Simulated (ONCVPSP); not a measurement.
**Li (Z = 3): one change to an ONCV potential, before and after**

```json
{"Element": "Li (Z = 3)", "Generator": "ONCVPSP 4.0.1", "Type": "optimised norm-conserving Vanderbilt (ONCV)", "Functional": "PBE", "Relativity": "scalar-relativistic", "Frozen core": "[He]", "Valence charge": "1", "Reference configuration": "2s1", "Partial waves": "2s: rc 3.20 bohr, ncon 5, nbas 9, qcut 2.6 1/bohr, 2 projectors, debl 1.5 Ha; p scattering state at 0.26 Ha: rc 2.75 bohr, ncon 3, nbas 6, qcut 2.6 1/bohr, 2 projectors, debl 3.9 Ha; d scattering state at 0.26 Ha: rc 3.10 bohr, ncon 3, nbas 6, qcut 3.5 1/bohr, 1 projector", "Local potential": "polynomial inside 2.10 bohr (lpopt 5, dvloc0 6 Ha)", "Core correction": "Teter function, fcfact 6, rcfact 1.45"}
```

In the p channel the program set the typed energies aside and used 0.050, 3.950 Ha.

All-electron outer shells of the reference configuration (PBE, scalar-relativistic, ld1.x):

| shell | level (eV) | outermost node (bohr) | outermost maximum (bohr) |
| --- | --- | --- | --- |
| 1s | -51.85 | – | 0.36 |
| 2s | -2.87 | 0.83 | 3.12 |

Change: core correction polynomial model core, fcfact 0.4.

Cutoffs: the cutoffs (Ha) at which the residual kinetic energy of the hardest occupied pseudo-wave falls to 1 and 0.1 mHa per electron; they do not see the model core or the augmentation charge, which bear on the density cutoff. Errors are all-electron minus pseudo energies relative to the spin-unpolarised reference configuration.

Q: How do hardness, ghosts and transferability respond?

A: The potential gets neither clearly harder nor softer (1.9 Ha and 2.9 Ha → 1.9 Ha and 2.9 Ha); both files keep a bound ghost (s); the number of tests with a reliable result goes from 1 to 2. A model core, the more so a compact one, raises the density cutoff, which this test does not measure.

```tsv
quantity	base	changed
cutoff, loose	1.9 Ha	1.9 Ha
cutoff, tight	2.9 Ha	2.9 Ha
bound ghosts	s	s
GHOST(+) flags under 300 eV	p at 123.3 eV	p at 123.3 eV
tests with a reliable result	1 of 2	2 of 2
error for 2s0.5, meV [ΔE 2.05 eV]	+6.4	+0.6
s: phases at 3.24 bohr within 0.05 rad from the reference energy up to (Ha; the scan ends near 5)	3.4	3.4
p: phases at 2.79 bohr within 0.05 rad from the reference energy up to (Ha; the scan ends near 5)	0.3	0.3
d: phases at 3.14 bohr within 0.05 rad from the reference energy up to (Ha; the scan ends near 5)	1.7	1.7
rms error of d²Exc/dni dnj with the model core, mHa	2.48	0.61
```

Base: The cutoffs count occupied waves only; projector 2 of the p channel, the hardest unoccupied one, needs 44 Ha at the loose tolerance. Changed file: The cutoffs count occupied waves only; projector 2 of the p channel, the hardest unoccupied one, needs 44 Ha at the loose tolerance. A true bound ghost makes a file unfit for plane-wave use even where its test errors are small: the radial tests pick states by their node count and pass the ghost by.
